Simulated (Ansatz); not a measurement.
Input file for Ansatz (a first-principles code): R-CCSD(T)/aug-cc-pVTZ on HF (SMILES F) with ghost functions, monomers drawn apart or pushed together.

Ansatz 0.2 input:
```yaml
crystal:
  periodic: [false, false, false]
  atoms:
    - {symbol: F, position_ang: [0.39188062, -0.76984146, -0.41880109]}
    - {symbol: H, position_ang: [0.33146659, -0.43536347, 0.45414705]}
basis:
  gaussian:
    orbitals: aug-cc-pVTZ
    ghost_atoms:
      - {symbol: As, position_ang: [0.11779638, 0.76455790, 3.57750307]}
      - {symbol: H, position_ang: [1.29450374, 1.42335385, 4.27392938]}
      - {symbol: H, position_ang: [-0.23273611, -0.11639957, 4.76270304]}
      - {symbol: H, position_ang: [-0.86277319, 1.85837338, 3.95921720]}
magnetization: {spin_polarized: false}
correlation: {method: ccsd_t, electrons: outside_noble_gas}
scf: {lower_state_search: off}
```

Output:

```
Functional definition: HF
[...]
these checks for a lower state are left out or cut short: stability, starts, cluster_reference, orbital_swaps, neighbouring_geometries, increment
integrals: 0.77 GiB planned
1114 factors; integrals over basis functions are off by at most 1.2e-3 eV
mean field: 0.36 GiB planned
mean field evaluation 1: about -2721.7846 eV, gradient 2.5e1 eV
mean field evaluation 2: about -2721.7846 eV, gradient 2.5e1 eV
mean field evaluation 4: about -2722.7612 eV, gradient 1.2e0 eV
mean field evaluation 8: about -2722.7663 eV, gradient 5.9e-5 eV
mean field -2722.76631958 eV, -100.0598166874 hartree, gradient 2.2e-6 eV, S^2 0.000000; 0 other end points of the search recorded, 0 dependent functions left out
1 core orbitals not correlated
reference -2722.76631958 eV, -100.0598166874 hartree; 4, 4 occupied and 192, 192 virtual orbitals, 1114 factors
second order -7.64578367 eV of doubles, -0.00000000 eV of singles
coupled cluster: 0.87 GiB planned
cycle   1  -7.51980661 eV  change    1.3e-1 eV  update   4.8e-2
cycle   2  -7.64705987 eV  change   -1.3e-1 eV  update   1.3e-2
cycle   3  -7.67894277 eV  change   -3.2e-2 eV  update   5.7e-3
cycle   4  -7.67375708 eV  change    5.2e-3 eV  update   9.6e-4
cycle   5  -7.67340733 eV  change    3.5e-4 eV  update   3.2e-4
cycle   6  -7.67353299 eV  change   -1.3e-4 eV  update   8.3e-5
cycle   7  -7.67351011 eV  change    2.3e-5 eV  update   2.7e-5
cycle   8  -7.67349879 eV  change    1.1e-5 eV  update   7.3e-6
cycle   9  -7.67349708 eV  change    1.7e-6 eV  update   2.2e-6
perturbative correction -0.20811123 eV, -0.0076479466 hartree
Total energy: -2730.64792789 eV, -100.3494604503 hartree
Checks for a lower state left out: stability, starts, cluster_reference, orbital_swaps, neighbouring_geometries, increment
```

The calculation finished and met its thresholds.

Cost: around 2.1 core-minutes (rough).
